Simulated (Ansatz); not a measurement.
`FBC[SiH3]` + `O=C(O)O` → `OBF` + `O=C(O)C[SiH3]`  (formal exchange of groups at a B–C bond)

Isolated molecules relaxed with PBE0-D4/def2-TZVP in Ansatz; ΔE leaves out vibrations. CCSD(T)/CBS adds triple-zeta CCSD(T) − MP2 to the extrapolated MP2 energy (def2 sets, frozen cores). This one scheme is used for every species. Functionals use def2-TZVPP. B3LYP here is the variant with VWN-RPA as its local correlation; programs differ in this. Each species was taken in one conformer, which may not be the lowest.

`FBC[SiH3]`:

Cartesian coordinates in Å:
```
F -2.350 0.261 0.664
B -1.420 0.574 -0.232
C 0.047 0.750 0.214
Si 1.004 -0.864 0.009
H -1.786 0.663 -1.372
H 0.570 1.480 -0.412
H 0.133 1.036 1.267
H 0.967 -1.312 -1.408
H 0.414 -1.929 0.861
H 2.421 -0.658 0.408
```

`O=C(O)O`:

```xyz
6

O     0.576   -0.848   -0.827
C     0.051   -0.076   -0.074
O    -0.700    0.963   -0.430
O     0.126   -0.117    1.254
H    -0.730    0.958   -1.394
H     0.676   -0.880    1.470
```

`OBF`:

```xyz
5

O     0.997    0.048    0.108
B    -0.294   -0.280   -0.072
F    -1.238    0.658   -0.026
H     1.135    0.989    0.262
H    -0.600   -1.415   -0.272
```

`O=C(O)C[SiH3]`:

Z-matrix (Å, degrees):
```
C
Si 1 1.886
C 1 1.497 2 111.8
H 1 1.095 2 111.0 3 -121.7
H 1 1.095 2 110.9 3 121.6
H 2 1.488 1 107.5 3 179.9
H 2 1.483 1 110.6 3 -61.5
H 2 1.483 1 110.6 3 61.2
O 3 1.343 1 112.7 2 -179.7
O 3 1.203 1 125.0 2 0.3
H 9 0.968 3 106.6 1 -180.0
```

| level | ΔE (kJ/mol) | difference from CCSD(T)/CBS |
| --- | --- | --- |
| r2SCAN-D4 | -101.6 | 11.8 |
| PBE0-D4 | -99.9 | 13.5 |
| B3LYP-D4 | -109.3 | 4.1 |
| ωB97X-V | -104.4 | 9.0 |
| ωB97M-V | -107.4 | 6.0 |
| B2PLYP | -110.5 | 2.9 |
| PBE | -99.4 | 14.0 |
| r2SCAN | -101.1 | 12.3 |
| PBE0 | -98.7 | 14.7 |
| B3LYP | -107.2 | 6.2 |
| MP2/def2-TZVPP | -113.0 | 0.4 |
| SCS-MP2/def2-TZVPP | -113.2 | 0.2 |
| CCSD/def2-TZVPP | -110.7 | 2.7 |
| CCSD(T)/def2-TZVPP | -111.5 | 1.9 |
| SCS-MP2/def2-QZVPP | -114.7 | -1.3 |
| CCSD/CBS(def2) | -112.6 | 0.8 |
| CCSD(T)/CBS | -113.4 | 0 |

Largest T1 diagnostic among the species: 0.014.

In def2-TZVPP, CCSD(T) changes the Hartree–Fock value by −6.6 kJ/mol (the triples alone add −0.8 kJ/mol) and MP2 by −8.1 kJ/mol.
